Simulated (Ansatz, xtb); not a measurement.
# Two structures of C2H10InN

Structure X: `C[NH+](C)[InH3-]`, a singlet. Structure Y: a singlet given by its coordinates. Both are isolated molecules in the gas phase, relaxed with PBE0-D4/def2-SVP.

X (Å):

| atom | x (Å) | y (Å) | z (Å) |
| --- | --- | --- | --- |
| C | -0.1151 | 1.2173 | -0.9026 |
| C | 0.0401 | 0.5306 | 1.4284 |
| In | 0.3218 | -1.9502 | -0.5939 |
| N | -0.4482 | 0.2052 | 0.0933 |
| H | -0.5422 | 0.9355 | -1.8749 |
| H | -0.4847 | 2.2201 | -0.6212 |
| H | 0.9780 | 1.2687 | -1.0154 |
| H | -1.4615 | 0.0929 | 0.1276 |
| H | 1.1399 | 0.5523 | 1.4168 |
| H | -0.2751 | -0.2466 | 2.1381 |
| H | -0.3247 | 1.5127 | 1.7804 |
| H | -0.3220 | -2.8369 | 0.7647 |
| H | 2.0171 | -1.5360 | -0.5992 |
| H | -0.5364 | -1.9948 | -2.1132 |

Y (Å):

| atom | x (Å) | y (Å) | z (Å) |
| --- | --- | --- | --- |
| C | 0.5170 | 1.3912 | 1.0171 |
| C | -0.9797 | -1.2995 | -1.1325 |
| In | 0.7123 | -0.0046 | -0.6515 |
| N | 0.3149 | 1.6159 | -2.4031 |
| H | 0.7138 | 0.8757 | 1.9704 |
| H | -0.5001 | 1.8104 | 1.0726 |
| H | 1.2351 | 2.2226 | 0.9394 |
| H | 2.3146 | -0.4588 | -1.1989 |
| H | -1.9388 | -0.7792 | -0.9818 |
| H | -0.9352 | -1.6586 | -2.1727 |
| H | -0.9790 | -2.1863 | -0.4791 |
| H | 0.3859 | 1.1899 | -3.3264 |
| H | 0.9914 | 2.3774 | -2.3655 |
| H | -0.6144 | 2.0279 | -2.3268 |

Close contacts (Å): C1–In3 2.18, C2–In3 2.18, In3–N4 2.42, C1–H5 1.10, C1–H6 1.10, C1–H7 1.10, C2–H9 1.10, C2–H10 1.10, C2–H11 1.10, In3–H8 1.75, N4–H12 1.02, N4–H13 1.02, N4–H14 1.02.

Quicker runs give these differences E(Y) − E(X): GFN2-xTB +0.915 eV; HF/STO-3G −0.545 eV (at GFN2-xTB geometries); r2SCAN-D4/def2-SVP −0.692 eV (at GFN2-xTB geometries).

Task: Which of the two would you expect CCSD(T)/def2-SVP + ΔMP2/def2-TZVPP electronic energies to favour?

Result: Structure Y; the calculation gives E(Y) − E(X) = −0.961 eV.

Level by level:

```
                             level          geometry  E(Y) − E(X) (eV)  departure from the last row (eV)  job, with rough time for the two
                          GFN2-xTB          GFN2-xTB              +0.915                            +1.876              optimisation, 0.51 s
                         HF/STO-3G          GFN2-xTB              −0.545                            +0.415               single point, 1.7 s
                r2SCAN-D4/def2-SVP          GFN2-xTB              −0.692                            +0.269               single point, 6.9 s
                  PBE0-D4/def2-SVP  PBE0-D4/def2-SVP              −0.617                            +0.344                optimisation, 88 s
                       HF/def2-SVP  PBE0-D4/def2-SVP              −0.551                            +0.410           part of the CCSD(T) run
                      MP2/def2-SVP  PBE0-D4/def2-SVP              −0.752                            +0.209           part of the CCSD(T) run
                  CCSD(T)/def2-SVP  PBE0-D4/def2-SVP              −0.632                            +0.329                      single point
CCSD(T)/def2-SVP + ΔMP2/def2-TZVPP  PBE0-D4/def2-SVP              −0.961                                                  single point, 77 s
```

GFN2-xTB puts the two in the other order. The largest departure from CCSD(T)/def2-SVP + ΔMP2/def2-TZVPP is that of GFN2-xTB, 1.876 eV. The last row adds to CCSD(T) the change of the MP2 difference between the two basis sets, here −0.329 eV, a large step that makes the value less sure.

With thermal terms from frequencies at re-optimised GFN2-xTB minima (ideal gas, soft modes damped towards free rotors, one conformer each, 298.15 K, 1 atm): the zero-point term adds −0.009 eV; ΔH is −0.900 and ΔG −1.071 eV.

The correlated steps freeze 7 core orbitals; the filled d shell of In is correlated, in a basis made for valence electrons. Atoms past krypton carry core potentials in the def2 sets, other sets are all-electron and non-relativistic, and no spin–orbit term is included. Codes used: Ansatz 0.2.0, xtb 6.7.1; the last row on 2 threads of AMD EPYC 7R43 64-Core Processor (Zen 3) on a shared host.
